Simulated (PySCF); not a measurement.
Correlation energy of Tl⁷⁰⁺ (thallium, charge +70)

[Ne] 3s1, 2S determinant. Calculation: PySCF 2.14, in an uncontracted even-tempered set (17 s from 22 bohr⁻², ratio 2.5; 12 p from 29 bohr⁻², ratio 2.5; 4 d from 100 bohr⁻², ratio 2.7; 4 f from 150 bohr⁻², ratio 2.7); the spin-free X2C one-electron Hamiltonian (Gaussian nucleus). Frozen: 1s2; 9 electrons correlated; the 20 highest virtual orbitals of each spin left out.

```json
{"level": "CCSD", "correlation energy (mhartree)": "-366.67"}
{"level": "(T)", "correlation energy (mhartree)": "-0.05"}
{"level": "CCSD(T)", "correlation energy (mhartree)": "-366.72"}
```

Diagnostics: T1 = 3.1e-05, D1 = 0.0001, largest double amplitude 0.002.

Cost of the coupled-cluster step: of the order of 21 core-seconds, for 9 correlated electrons.

Iterations:

```
CC2 = 0
CCSD nocc = (np.int64(5), np.int64(4)), nmo = (80, 80)
frozen orbitals [[0, 81, 82, 83, 84, 85, 86, 87, 88, 89, 90, 91, 92, 93, 94, 95, 96, 97, 98, 99, 100], [0, 81, 82, 83, 84, 85, 86, 87, 88, 89, 90, 91, 92, 93, 94, 95, 96, 97, 98, 99, 100]]
max_cycle = 100
direct = 0
conv_tol = 1e-08
conv_tol_normt = 1e-06
diis_space = 8
diis_start_cycle = 0
Init t2, MP2 energy = -0.365907300063717
Init E_corr(UCCSD) = -0.365907300063717
cycle = 1  E_corr(UCCSD) = -0.366643422211089  dE = -0.000736122147  norm(t1,t2) = 0.000174479
cycle = 2  E_corr(UCCSD) = -0.366667169561979  dE = -2.37473509e-05  norm(t1,t2) = 4.57673e-06
cycle = 3  E_corr(UCCSD) = -0.366667493520273  dE = -3.23958294e-07  norm(t1,t2) = 1.57115e-07
cycle = 4  E_corr(UCCSD) = -0.366667493289222  dE = 2.31051012e-10  norm(t1,t2) = 6.64243e-10
UCCSD converged
E(UCCSD) = -13860.1841266211  E_corr = -0.3666674932892219
UCCSD(T) correction = -4.76192164147503e-05
```

At this charge the one-electron X2C treatment keeps the bare 1/r₁₂, with no two-electron picture change or Breit term. The effect here is smaller than on the frozen 1s shell; and a scalar Hamiltonian misses the large spin-orbit splitting of the p shells, which matters for ns² → np² pairs.
